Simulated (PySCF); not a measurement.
F3Ti (SMILES [F][Ti]([F])[F]), doublet, geometry from GFN2-xTB (such geometries of metal compounds can be far from the true shape).

Input for PySCF:
```python
from pyscf import gto, scf, dft

mol = gto.M(
    atom='''
Ti    0.000000   -0.000000   -0.000000
F    -1.448907   -0.873064    0.071654
F     0.020423    1.552420   -0.675486
F     1.428485   -0.679356    0.603833
''',
    basis='6-31g*',
    charge=0,
    spin=1,
    verbose=4,
)

mf = dft.UKS(mol)
mf.xc = 'r2scan'
mf.kernel()
```

What does this run give for the Mulliken (on the basis functions themselves) charges in atom order, total energy, nuclear repulsion energy, <S^2>, HOMO energy, dipole moment?


| Quantity | Result |
|---|---|
| Mulliken (on the basis functions themselves) charges in atom order | Ti1 1.33, F2 -0.44, F3 -0.44, F4 -0.44 |
| total energy | -1148.968705 Ha |
| nuclear repulsion energy | 229.4990 Eh |
| <S^2> | 0.753 |
| HOMO energy | -4.68 eV |
| dipole moment | 0.00 D |

These values belong to the state on which the SCF converged, which isn't shown to be the lowest.
